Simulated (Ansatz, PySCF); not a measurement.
System: sum formula GeOCl₂, charge 1, multiplicity 2. 
Structure (B3LYP-D3(BJ)/def2-TZVP (Ansatz, an electronic-structure program) minimum search):
```
Ge
O 1 1.7487
Cl 1 2.0548 2 117.05
Cl 1 2.0548 2 117.05 3 180.00
```
Charge +1, spin multiplicity 2.

Total electronic energies in hartree. Cores are frozen in the correlated levels unless marked. Open shells are spin-unrestricted. No spin-orbit coupling. The frozen core is the preceding noble-gas configuration, with the filled d and f shells of earlier blocks. No relativistic terms. CBS(X,Y): correlation extrapolated as X^-3; Hartree-Fock from the larger set.

| level | program | energy (Eh) |
|---|---|---|
| RI-HF/def2-TZVPP | Ansatz | -3069.02307 |
| RI-HF/def2-TZVPPD | Ansatz | -3069.02542 |
| revPBE-D4/def2-TZVPD | Ansatz + dftd4 | [?] |
| PBE0/def2-SVP | Ansatz | [?] |
| PBE0-D3(BJ)/def2-TZVP | Ansatz + dftd3 | -3071.72975 |
| BHLYP/def2-TZVPD | Ansatz | -3072.31674 |
| TPSSh-D3(BJ)/def2-TZVPD | PySCF + dftd3 | -3072.37008 |
| B2PLYP/def2-TZVPD | Ansatz | -3071.65427 |
| MP2/def2-TZVPP | Ansatz | -3069.66514 |
| RI-MP2/def2-QZVPPD | Ansatz | -3069.79762 |
| CCSD/STO-3G | Ansatz | -3034.67404 |
| CCSD/def2-TZVPPD | Ansatz | -3069.71371 |
| CCSD/CBS(def2-TZVPP,def2-QZVPP) | Ansatz | -3069.8753 |
| CCSD(T)/def2-QZVPP | Ansatz | -3069.87032 |
| CCSD(T)/CBS(def2-TZVPP,def2-QZVPP) | Ansatz | -3069.9140 |

Fill in the missing entries.


- revPBE-D4/def2-TZVPD, energy (Eh): -3072.03522
- PBE0/def2-SVP, energy (Eh): -3071.04599
